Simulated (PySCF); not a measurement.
Cartesian coordinates in Å; atom numbers follow the order of the lines, from 1:
```xyz
20

C     4.307    0.861   -0.742
C     3.327   -0.021   -0.741
C     2.071    0.121    0.057
O     0.960   -0.190   -0.790
C    -0.185   -0.470   -0.170
O    -0.349   -0.480    1.017
O    -1.104   -0.757   -1.090
C    -2.422   -1.027   -0.597
C    -3.184    0.245   -0.370
C    -3.779    0.553    0.766
H     5.203    0.711   -1.319
H     4.257    1.766   -0.159
H     3.381   -0.922   -1.335
H     2.069   -0.574    0.908
H     1.954    1.138    0.447
H    -2.891   -1.624   -1.385
H    -2.353   -1.606    0.328
H    -3.197    0.919   -1.215
H    -4.318    1.476    0.891
H    -3.754   -0.109    1.615
```

Computational details: NMR shieldings at PBE0/pcSseg-1/GIAO, structure optimised with GFN2-xTB, in PySCF (no solvent model, equivalent nuclei averaged, no relativistic terms, one computed conformer).

Scale: TMS for 13C (186.93 ppm), 1H (31.72 ppm); 17O (336.08 ppm) against H2O (reference shieldings calculated alike).

```json
{"atoms": "H13/H18", "nucleus": "1H", "count": "2", "Hirshfeld charge": "0.05", "δ (ppm)": "6.24"}
{"atoms": "C2/C9", "nucleus": "13C", "count": "2", "Hirshfeld charge": "-0.05", "δ (ppm)": "142.5"}
{"atoms": "C5", "nucleus": "13C", "count": "1", "Hirshfeld charge": "0.26", "δ (ppm)": "162.4"}
{"atoms": "H11/H19", "nucleus": "1H", "count": "2", "Hirshfeld charge": "0.05", "δ (ppm)": "5.60"}
{"atoms": "O4/O7", "nucleus": "17O", "count": "2", "Hirshfeld charge": "-0.11", "δ (ppm)": "?"}
{"atoms": "H14/H15/H16/H17", "nucleus": "1H", "count": "4", "Hirshfeld charge": "0.05", "δ (ppm)": "4.77"}
{"atoms": "O6", "nucleus": "17O", "count": "1", "Hirshfeld charge": "-0.27", "δ (ppm)": "308.8"}
{"atoms": "H12/H20", "nucleus": "1H", "count": "2", "Hirshfeld charge": "0.05", "δ (ppm)": "?"}
{"atoms": "C3/C8", "nucleus": "13C", "count": "2", "Hirshfeld charge": "0.01", "δ (ppm)": "73.0"}
{"atoms": "C1/C10", "nucleus": "13C", "count": "2", "Hirshfeld charge": "-0.09", "δ (ppm)": "?"}
```

Q: Fill in the missing shifts.

A: 
- C1/C10: 126.3 ppm, terminal =CH2 carbon; as expected for a trigonal carbon in a double bond
- H12/H20: 5.69 ppm, hydrogen on a terminal =CH2 carbon; attached to an sp2 carbon and in the plane of the double bond
- O4/O7: 169.0 ppm, ester alkoxy oxygen

Shifts are as computed. Against solution values, carbons near 30 ppm lie about +3 ppm off and those near 130 ppm about +5 ppm. Of 1211 compounds with measured shifts, 218 miss one by over three times the rms of a fit or turn the order of signals round; such compounds aren't used in these exercises. Unscaled 17O shifts of doubly bonded oxygen tend to come out too high, by tens of ppm or more. Experimental scales use liquid or dissolved standards, which lie at an offset from isolated H2O (liquid H2O: subtract about 36 ppm).
